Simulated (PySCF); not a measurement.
# Computed structure and properties of [PbH3(H2O)]+

System: [PbH3(H2O)]+ (singlet); start: template (Cs). Method: PySCF 2.14.0, RKS PBE0, Pb def2-SVP with ECP60, H def2-SVP, O def2-SVP; non-relativistic Hamiltonian with scalar-relativistic core potentials where named; density fitting; no spin-orbit coupling.

Input of the relaxation:

```python
mol = gto.M(atom='''
Pb     0.09710    -0.09710     0.09710
H      1.20560     1.01140     1.20560
H     -1.01140    -1.20560     1.20560
H      1.20560    -1.20560    -1.01140
O     -1.16150     1.16150    -1.16150
H     -1.50220     2.04660    -0.95770
H     -1.50220     0.95770    -2.04660''',
    basis={'Pb': 'def2-SVP', 'H': 'def2-SVP', 'O': 'def2-SVP'},
    ecp={'Pb': 'def2-SVP'},
    charge=1, spin=0)
mf = dft.RKS(mol, xc='PBE0')
mf.grids.atom_grid = (50, 194)
mf = mf.density_fit()  # fitting sets: Pb def2-universal-JKFIT, H def2-universal-JKFIT, O def2-universal-JKFIT
mf.conv_tol = 1e-08; mf.max_cycle = 55
mf.kernel(dm0)  # dm0: converged density of the start geometry
# quasi-Newton relaxation in Cartesian coordinates to a largest gradient under 0.00045 Eh/bohr, steps kept in the point group
```

Run from Python with OMP_NUM_THREADS=2; the lines above give its settings. Where DIIS fails, smearing, a level shift and second-order steps follow.
It took 14 s on 2 threads of Intel(R) Xeon(R) Platinum 8488C (Sapphire Rapids) (shared host), from the converged density of the start.

Course of the relaxation:

```csv
step,energy above end (eV),largest force component within the symmetry (eV/Å)
0,1.0436,2.599
1,0.3617,1.294
2,0.0329,0.259
3,0.0030,0.120
4,0.0004,0.037
5,0.0002,0.026
6,0.0000,0.011
7,0.0000,0.008
```

Relaxed geometry (Cs):

```xyz
7

Pb    0.2558   -0.2676    0.2676
H     1.0361    1.0779    1.0409
H    -1.0670   -1.0634    1.0634
H     1.0361   -1.0409   -1.0779
O    -1.0687    1.1127   -1.1127
H    -1.4307    1.9777   -0.8725
H    -1.4307    0.8725   -1.9777
```

| contact | Å |
| --- | --- |
| Pb1–H2 (H) | 1.737 |
| Pb1–H3 (H) | 1.737 |
| Pb1–H4 (H) | 1.737 |
| Pb1–O5 (H2O) | 2.359 |

On the finer grid (75, 302):

```json
{
  "HOMO": "-14.48 eV",
  "LUMO": "-6.71 eV",
  "Dipole about the centre of mass": "3.95 D",
  "Set of Mulliken populations of Pb1 outside the core potential": "s 3.51, p 7.79, d 10.06",
  "D3(BJ) dispersion energy (not in the energies)": "-0.083 eV"
}
```

| atom | Mulliken (e) | Löwdin (e) | spin (e) |
| --- | --- | --- | --- |
| Pb1 | 0.64 | 0.71 | 0.00 |
| H2 | 0.05 | 0.00 | 0.00 |
| H3 | 0.05 | 0.00 | 0.00 |
| H4 | 0.05 | 0.00 | 0.00 |
| O5 | -0.29 | 0.01 | 0.00 |
| H6 | 0.25 | 0.14 | 0.00 |
| H7 | 0.25 | 0.14 | 0.00 |

On the grid (50, 194), as all that follows. Harmonic modes: a minimum within the noise of the softest modes; lowest 45 cm⁻¹ (negative: unstable), highest 3908 cm⁻¹, zero-point energy 1.178 eV.

Taking off one H (charge -1, singlet; the rest: singlet) in vacuum, both parts rigid, costs 17.94 eV; the small basis without counterpoise inflates it. Most of it is the attraction of opposite charges; other ways to part are cheaper, and one spin state was tried for the rest.

Rigid scan of H along the line from its metal:

```
distance to H2 (Å)  energy (eV)
              1.44        0.963
              1.54        0.368
              1.64        0.079
              1.74        0.000
              1.84        0.061
              1.94        0.217
              2.14        0.684
              2.44        1.517
              2.84        2.544
              3.34        3.497
```

Taking off one H2O (charge 0, singlet; the rest: singlet) in vacuum, both parts rigid, costs 1.74 eV; the small basis without counterpoise inflates it.

Rigid scan of H2O along the line from its metal:

distance to O5 (Å), energy (eV) and a bar:
```
     2.06      0.492 ############
     2.16      0.184 #####
     2.26      0.039 #
     2.36      0.000 
     2.46      0.027 #
     2.56      0.096 ##
     2.76      0.286 #######
     3.06      0.589 ###############
     3.46      0.915 #######################
     3.96      1.188 ##############################
```

One start shape was tried, so this needn't be the lowest isomer.
